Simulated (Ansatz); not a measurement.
Born–Oppenheimer molecular dynamics of C3H9B2N (15 atoms, charge 0, multiplicity 1). It starts from a relaxed structure.

Method: RKS PBE/STO-3G (Ansatz 0.2.0).

| Property | Result |
| --- | --- |
| ensemble | NVE (Milne-controlled integrator) |
| time step | 0.5 fs |
| steps asked | 250 |
| starting velocities drawn for | 300 K |
| masses | H 10 u |
| seed | 81566 |

First frame:

```xyz
15
Properties=species:S:1:pos:R:3
C -0.642 -0.236 2.011
N -0.104 -0.132 0.618
B 1.061 -0.702 0.088
C 1.199 -0.308 -1.450
B -0.064 0.593 -1.707
C -0.910 0.693 -0.368
H 0.046 -0.858 2.615
H -1.652 -0.704 2.009
H -0.728 0.772 2.475
H 1.776 -1.364 0.750
H 1.204 -1.188 -2.132
H 2.142 0.226 -1.701
H -0.378 1.132 -2.713
H -1.028 1.741 0.003
H -1.946 0.285 -0.468
```

Q: What does the run give?

A: The run went to its last step.

```yaml
steps_done: 250
time_covered: 125 fs
mean_temperature_over_the_second_half: 150 K
spread_of_the_potential_energy_over_the_second_half: 3.6 meV per atom
mean_potential_energy_of_the_second_half_above_the_start: 16.8 meV per atom
```

The conserved energy stayed within 0.0021 meV per atom of its start (net change -0.0006 meV per atom), so the integration is sound. The temperature averaged 0.50 of the 300 K drawn at the start: a run that starts near a minimum puts about half its kinetic energy into the potential. A run of 0.12 ps of so small a system gives no equilibrium averages. Limits of this set-up: minimal basis.

Q: What happens to the structure?

A: The same pairs are bonded in the first frame and the last. Pairs count as bonded within 1.25 times the sum of covalent radii (0.12 Å more for H–H). This is one draw of velocities; another would differ in detail.

Q: How do temperature and energy run in time?

A: 
| time (fs) | T (K) | potential energy less start (eV) | conserved less start (meV/atom) |
| --- | --- | --- | --- |
| 0.0 | 300 | 0.000 | 0.00 |
| 6.0 | 98 | 0.340 | 0.00 |
| 12.0 | 188 | 0.188 | 0.00 |
| 18.0 | 71 | 0.385 | 0.00 |
| 24.0 | 221 | 0.132 | 0.00 |
| 30.0 | 85 | 0.362 | 0.00 |
| 36.0 | 187 | 0.189 | 0.00 |
| 42.0 | 106 | 0.327 | 0.00 |
| 48.0 | 229 | 0.119 | 0.00 |
| 54.0 | 98 | 0.340 | 0.00 |
| 60.0 | 165 | 0.227 | 0.00 |
| 66.0 | 105 | 0.328 | 0.00 |
| 72.0 | 206 | 0.158 | 0.00 |
| 78.0 | 115 | 0.311 | 0.00 |
| 84.0 | 156 | 0.242 | 0.00 |
| 90.0 | 110 | 0.320 | 0.00 |
| 96.0 | 193 | 0.181 | 0.00 |
| 102.0 | 110 | 0.320 | 0.00 |
| 108.0 | 186 | 0.191 | 0.00 |
| 114.0 | 119 | 0.304 | 0.00 |
| 120.0 | 208 | 0.154 | 0.00 |

Time of the run: 9.2 min on 1 thread of Arm Neoverse V1 (shared host), peak memory 0.08 GiB.
